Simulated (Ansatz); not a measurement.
Basis-set series for `C[O][GeH]`. Total charge 0; spin multiplicity 1. All single points use the PBE0-D4/def2-TZVP geometry.

```json
{"functional": "PBE0-D4", "basis": "def2-SVP", "functions": "80", "energy (Eh)": "-2191.97763", "HOMO (eV)": "-6.79", "LUMO (eV)": "-2.09"}
{"functional": "PBE0-D4", "basis": "def2-TZVPP", "functions": "166", "energy (Eh)": "-2192.37636", "HOMO (eV)": "-6.86", "LUMO (eV)": "-2.17"}
{"functional": "ωB97M-V", "basis": "def2-SVP", "functions": "80", "energy (Eh)": "-2192.20221", "HOMO (eV)": "-8.91", "LUMO (eV)": "-0.07"}
{"functional": "ωB97M-V", "basis": "def2-TZVPP", "functions": "166", "energy (Eh)": "-2192.60530", "HOMO (eV)": "-9.01", "LUMO (eV)": "-0.19"}
```

Give the rows for def2-QZVPP. (An estimate is asked.)

Computed: 
```
functional       basis  functions  energy (Eh)  HOMO (eV)  LUMO (eV)
   PBE0-D4  def2-QZVPP        323  -2192.42835      -6.90      -2.24
   ωB97M-V  def2-QZVPP        323  -2192.65589      -9.05      -0.36
```

Scalar relativity is left out up to krypton.
